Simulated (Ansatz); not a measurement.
H₅OSSi₂ (`O[SiH2]S[SiH2]`) radical, relaxed with UKS PBE-D4/def2-SVP in the Gaussian-basis code of Ansatz from a rough embedded geometry. The force threshold is 0.03 eV/Å; the program also tests the step.

Charge 0, multiplicity 2.

Start:

```xyz
9

O     0.930   -1.477    1.794
Si    0.870   -0.405    0.600
S    -1.136   -0.528   -0.041
Si   -0.943    0.925   -1.613
H     0.114   -1.921    2.071
H     1.194    0.945    1.133
H     1.749   -0.768   -0.499
H    -0.651    2.243   -1.038
H    -2.127    0.986   -2.408
```

(1) How much energy does the relaxation release, and in how many steps? (Estimate.)

(2) Which bonds change most? (Best estimate.)

(3) Give the relaxed structure. (Estimate.)

## Answers

(1) Computed: 0.39 eV, in 31 steps, 2 of them rejected.

(2) Computed: Si4–H9 from 1.428 to 1.509 Å; Si2–S3 from 2.109 to 2.178 Å; O1–Si2 from 1.606 to 1.674 Å; Si4–H8 from 1.468 to 1.516 Å.

(3) Ansatz gave: 
```xyz
9

O     0.343   -1.023    1.696
Si    1.135   -0.638    0.273
S    -0.154   -0.736   -1.480
Si   -1.107    1.186   -1.226
H    -0.362   -0.404    1.959
H     1.728    0.746    0.323
H     2.169   -1.698    0.083
H    -1.289    1.465    0.253
H    -2.464    1.101   -1.882
```
